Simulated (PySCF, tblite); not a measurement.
Isomers of C9H9FO. Computed with GFN2-xTB (tblite): harmonic, unscaled wavenumbers at the GFN2-xTB geometry, gas phase. The method is semi-empirical: single wavenumbers can be off by several per cent or more. One conformer each.

Electronic energies: PBE0/pcSseg-1 single points on the GFN2-xTB geometries (PySCF, gas phase).

| SMILES | electronic energy, lowest = 0 (kcal/mol) |
| --- | --- |
| Cc1cccc(C(=O)F)c1C | 0.0 |
| CC(=O)c1cccc(CF)c1 | 16.1 |
| C=Cc1c(O)cccc1CF | 33.9 |
| CO[C@]1(F)Cc2ccccc21 | 42.9 |

Task: How do GFN2-xTB zero-point energies change the relative energies?

Result: 
| SMILES | ZPE (kcal/mol) | of it from modes above 1550 cm⁻¹ | electronic (kcal/mol) | with ZPE, lowest = 0 (kcal/mol) | lowest mode (cm⁻¹) | rings |
| --- | --- | --- | --- | --- | --- | --- |
| Cc1cccc(C(=O)F)c1C | 96.7 | 46.4 | 0.0 | 0.0 | 27 | 1 |
| CC(=O)c1cccc(CF)c1 | 96.2 | 46.1 | 16.1 | 15.7 | 18 | 1 |
| C=Cc1c(O)cccc1CF | 96.0 | 46.7 | 33.9 | 33.2 | 59 | 1 |
| CO[C@]1(F)Cc2ccccc21 | 96.7 | 43.7 | 42.9 | 43.0 | 73 | 2 |

The zero-point energies span 0.7 kcal/mol, from `C=Cc1c(O)cccc1CF` to `CO[C@]1(F)Cc2ccccc21`. The order is unchanged.

Task: And how do the electronic energies of GFN2-xTB itself compare?

Result: `Cc1cccc(C(=O)F)c1C` 0.0; `CC(=O)c1cccc(CF)c1` 13.7; `C=Cc1c(O)cccc1CF` 24.0; `CO[C@]1(F)Cc2ccccc21` 23.3 kcal/mol, lowest = 0. Against the energies above, taken from the same isomer `Cc1cccc(C(=O)F)c1C`, the largest difference is 19.6 kcal/mol.
